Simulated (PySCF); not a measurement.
ClGa, SMILES [Ga][Cl] (connectivity only; charge and spin as stated), charge +1, multiplicity 2. Atoms are numbered in the order given.

```xyz
2

Ga     0.0000     0.0000    -0.7492
Cl     0.0000     0.0000     1.3663
```
Charge +1, spin multiplicity 2.

The structure is a stationary point at PBE-D3(BJ)/def2-TZVP. The spin state was assumed, not searched.

The numbers are results of r2SCAN/def2-TZVPD (PySCF), not measurements.

Computed frontier levels, dipole moment and polarisability:
| Item | Value |
|---|---|
| α spin, highest occupied and lowest empty level | -14.65 and -9.02 eV |
| β spin, highest occupied and lowest empty level | -14.71 and -12.61 eV |
| dipole moment about the centre of nuclear charge | 3.11 D |
| mean static polarisability | 34.6 bohr³ (5.13 Å³) |
| polarisability, principal values | 28.0, 28.0, 48.0 bohr³ |
| ⟨S²⟩ | 0.756 (pure state 0.75) |
